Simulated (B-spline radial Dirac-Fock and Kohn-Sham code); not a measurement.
# Photoabsorption cross section of Lu⁺ by shell

System: the Lu⁺ ion, configuration [Xe] 4f14 5d2 (not the ground configuration).

Input of the calculation (task.json; shells as n, l, electrons):

```json
{"items": [{
  "Z": 71,
  "q": 1,
  "cfg": [[1, 0, 2], [2, 0, 2], [2, 1, 6], [3, 0, 2], [3, 1, 6], [3, 2, 10], [4, 0, 2], [4, 1, 6], [4, 2, 10], [4, 3, 14], [5, 0, 2], [5, 1, 6], [5, 2, 2]],
  "A": 175,
  "rrms": 5.37,
  "do": ["binding", "quiet", "photo", "scan"],
  "hv": [72.0, 150, 172.0, 200, 269.0, 400, 490.0, 970.0, 1000, 8047.8, 15700.0, 17479.3, 40000, 77600.0, 132000.0, 150000]
}]}
```

Launch: `python xray_run.py task.json out`

The computed values come from an atomic code on a B-spline grid: the independent-particle Dirac-Slater model, thresholds from Dirac-Fock.

Computed thresholds (eV): K 63322.1, L1 10889.4, L2 10361.9, L3 9256.9, M1 2510.7, M2 2279.4, M3 2040.5, M4 1652.9, M5 1601.8, N1 525.0, N2 430.3, N3 376.2, N4 220.5, N5 210.6, N6 18.79, N7 17.35, O1 74.54, O2 46.21, O3 39.44, O4 9.71, O5 9.53.

```tsv
photon energy (eV)	total (b)	K (%)	L (%)	M (%)	N (%)	O (%)
72	6.876e+06	–	–	–	74.6	25.4
150	7.579e+06	–	–	–	96.2	3.8
172	7.335e+06	–	–	–	96.7	3.3
200	6.788e+06	–	–	–	96.9	3.1
269	5.618e+06	–	–	–	97.2	2.8
400	3.777e+06	–	–	–	97.1	2.9
490	2.963e+06	–	–	–	97.1	2.9
970	988700	–	–	–	96.4	3.6
1000	933300	–	–	–	96.3	3.7
8047.8	42040	–	–	80.7	17.6	1.7
15700	31410	–	77.1	18.3	4.1	0.5
17479.3	23660	–	77.3	18.1	4.1	0.5
40000	2510	–	77.7	17.6	4.1	0.6
77600	2134	81.5	14.4	3.2	0.8	0.1
132000	513.4	82.7	13.4	3.0	0.7	0.1
150000	362.3	82.9	13.3	3.0	0.7	0.1
```

Question: With what power of the photon energy does the total fall between 132000 and 150000 eV?

Answer: As E^-2.73. The non-relativistic Born limit for an s electron far above threshold is E^-3.5; near threshold and at relativistic energies the fall is slower.
